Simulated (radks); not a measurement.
Question: All-electron atom: Co5+ in [Ar] 3d4. Calculated with a radial shooting solver on a logarithmic mesh with Libxc functionals: scalar-relativistic Kohn-Sham, PBE, spin-polarised, spherical densities, point nucleus; open shells are filled with parallel spins first. Some entries of the table are withheld. Estimate them.

orbital  occ.  eigenvalue (hartree)  <1/r> (bohr^-1)
1s down     1             -282.2854            27.03
1s up       1             -282.2850            27.03
2s up       1             -36.39673            5.809
2s down     1             -36.29338            5.821
2p up       3             -31.63691              (1)
2p down     3             -31.55891              (2)
3s up       1              -6.94375            1.894
3s down     1              -6.73233            1.881
3p up       3              -5.56099              (3)
3p down     3              -5.35324              (4)
3d up       4              -3.35537            1.524
3d down     0              -3.14916            1.501

Answer: 
(1) 2p up <1/r> (bohr^-1): 5.699
(2) 2p down <1/r> (bohr^-1): 5.710
(3) 3p up <1/r> (bohr^-1): 1.771
(4) 3p down <1/r> (bohr^-1): 1.756
